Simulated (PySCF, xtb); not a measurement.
C2H5FSi2, SMILES C#C[Si@@H](F)[SiH3].

Harmonic wavenumbers (cm⁻¹) from GFN2-xTB (xtb 6.7.1) at its own minimum, in rising order: 19, 83, 139, 154, 253, 287, 435, 454, 470, 616, 657, 680, 687, 698, 781, 798, 801, 811, 2205, 2232, 2239, 2240, 2254, 3353.

Question: What does B3LYP-D3(BJ)/def2-SVP (PySCF) give at its own minimum? (The exact figures need the calculation; the answer reports its results.)

Answer: 90, 99, 157, 164, 292, 354, 417, 514, 540, 645, 734, 764, 782, 823, 877, 901, 939, 943, 2147, 2212, 2223, 2229, 2240, 3454. Paired by order, the mean absolute difference is 61 cm⁻¹ and the zero-point energies are 33.4 and 35.1 kcal/mol.
